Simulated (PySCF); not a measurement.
## From computed data to an observable: chemical shift, span and skew from a shielding tensor

ClSi, SMILES Cl[Si] (connectivity only; charge and spin as stated), charge +1, multiplicity 1. Atoms are numbered in the order given.

```xyz
2

Si     0.0000     0.0000    -1.0830
Cl     0.0000     0.0000     0.8918
```
Charge +1, spin multiplicity 1.

Coordinates come from a PBE-D3(BJ)/def2-TZVPD optimisation.

GIAO shieldings from PySCF with B3LYP/pcSseg-2, non-relativistic, no solvent. The symmetric part of the tensor of Si1 has the principal values -228.7, -228.7, 874.9 ppm. The same nucleus in TMS has σ = 325.2 ppm at this level (PySCF, at its B3LYP-D3(BJ)/def2-TZVP geometry). Without spin–orbit terms, shifts of atoms bonded to Cl or Br come out too high.

Work out the isotropic shielding, the ²⁹Si shift against TMS, the span and the skew.


σ(iso) = (σ11 + σ22 + σ33)/3 = 139.2 ppm. δ = σ(ref) − σ(iso) = 325.2 − (139.2) = 186.0 ppm.
Span Ω = σ33 − σ11 = 1103.6 ppm. Skew κ = 3(σ(iso) − σ22)/Ω = 1.00, an axial tensor. Tumbling in solution averages the tensor to δ; in a static solid the shielding alone would spread this spin-1/2 line over Ω.
